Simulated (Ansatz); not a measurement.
Consider the redistribution: `C[SiH](N)O[SiH3]` + `OC([SiH3])BF` → `C[SiH](N)BF` + `OC([SiH3])O[SiH3]`.

Calculated with Ansatz (gas phase, PBE0-D4/def2-TZVP geometries, no zero-point term in ΔE). CCSD(T)/CBS is the MP2 limit (def2-TZVPP, def2-QZVPP) plus CCSD(T) − MP2 in def2-TZVPP, frozen cores. Each species was taken in one conformer, which may not be the lowest.

```csv
species,HF/def2-QZVPP energy (Eh)
`C[SiH](N)O[SiH3]`,-750.56081
`OC([SiH3])BF`,-529.44935
`C[SiH](N)BF`,-509.65015
`OC([SiH3])O[SiH3]`,-770.26557
```

(1) Work out ΔE.

Largest T1 diagnostic among the species: 0.013.

## Answers

(1) ΔE = (-509.65015) + (-770.26557) − (-750.56081) − (-529.44935) = 0.09444 Eh = +248.0 kJ/mol. CCSD(T)/CBS gives +239.2 kJ/mol.

From PBE to PBE0 (25 % exact exchange), in def2-TZVPP and without D4, ΔE moves by +10.8 kJ/mol.
